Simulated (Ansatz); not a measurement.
The same path of FH3OSi2 (7 atoms, charge 0, multiplicity 1) was run twice with different band settings. Lost on the way: Si2–H5. Made: O1–H5.

These are results of RKS PBE-D4/6-31G* (Ansatz 0.2.0), not measurements.

Relaxed end points:

```xyz
7
Properties=species:S:1:pos:R:3
O -1.620 1.232 -1.514
Si -0.437 1.183 -0.505
Si 0.304 -0.888 0.357
F 1.553 -0.648 1.378
H 0.286 2.426 -0.029
H 0.743 -1.762 -0.780
H -0.828 -1.543 1.092
```

```xyz
7
Properties=species:S:1:pos:R:3
O -0.911 1.368 -0.921
Si 0.400 1.545 0.155
Si 0.419 -0.867 0.452
F 1.583 -1.380 1.487
H -1.214 2.229 -1.275
H 0.638 -1.555 -0.875
H -0.915 -1.340 0.977
```

Common settings: movable images 9; climbing image yes; optimiser quadratic models (default); start path through a guess of the saddle point; force threshold 0.05 eV/Å; iteration limit 60; end points relaxed.

| run | spring |
| --- | --- |
| 1 | 5.0 eV/Å² |
| 2 | 0.1 eV/Å² |

Q: What does each run give, and how far can it be trusted?

A: Run 1: converged after 28 iterations, highest image 2.254 eV above the first end. A vibrational analysis at the climbing image gives one clearly imaginary mode, 1353i cm⁻¹: a first-order saddle point.
Run 2: converged after 22 iterations, highest image 2.254 eV above the first end. Another band between the same ends (9 images) ends at a top of the same energy, where a vibrational analysis finds 1 clearly imaginary mode.
The orbitals stay closed-shell, which can raise the energy where a bond breaks towards radicals; this wasn't checked here.
